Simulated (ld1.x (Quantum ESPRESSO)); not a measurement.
# Pr (Z = 59): excitation energies, all-electron against ultrasoft

- Element: praseodymium
- Generator: ld1.x (Quantum ESPRESSO) 7.5
- Type: ultrasoft
- Functional: BP86
- Relativity: fully relativistic
- Frozen core: [Kr] 4d10
- Valence charge: 13
- Reference configuration: 4f3 5s2 5p6 5d0 6s1.75 6p0.25
- Partial waves: 5s (bound): rcut 1.95, rcutus 2.20 bohr; 6s (bound): rcut 1.95, rcutus 2.20 bohr; 5p (bound): rcut 2.45, rcutus 2.95 bohr; 6p (bound): rcut 2.45, rcutus 2.95 bohr; 5d (bound, empty): rcut 3.05, rcutus 3.30 bohr; 5d channel at 4.9 Ry: rcut 3.05, rcutus 3.30 bohr; 4f (bound): rcut 1.25, rcutus 1.65 bohr; 4f channel at 2.15 Ry: rcut 1.25, rcutus 1.65 bohr
- Local potential: all-electron potential smoothed inside 3.74 bohr (lloc = -1)
- Core correction: none
- Augmentation charge: PSQ, radius 0.90 bohr

Open shells are filled in proportion to 2j + 1 (rel_dist='average').

Energies are relative to the spin-unpolarised reference configuration 4f3 5s2 5p6 5d0 6s1.75 6p0.25; without spin polarisation the order of configurations can differ from experiment. Not all tests gave a result: test run stopped at test 4 of 7 (negative rho).

```
  valence configuration  charge  ΔE all-electron (eV)  error AE − PS (meV)
4f3 5s2 5p6 5d0 6s2 6p0       0                -0.569                 -0.1
4f3 5s2 5p6 5d0 6s1 6p0      +1                 5.320                 +0.3
4f3 5s2 5p6 5d0 6s0 6p0      +2                15.988                 +2.4
```

Levels in the configuration 4f3 5s2 5p6 5d0 6s2 6p0:

```csv
level,all-electron (eV),pseudo (eV)
4f j=5/2,-1.551,-1.548
4f j=7/2,-1.211,-1.208
5s j=1/2,-39.071,-39.073
5p j=1/2,-23.492,-23.493
5p j=3/2,-20.704,-20.705
6s j=1/2,-3.594,-3.594
```
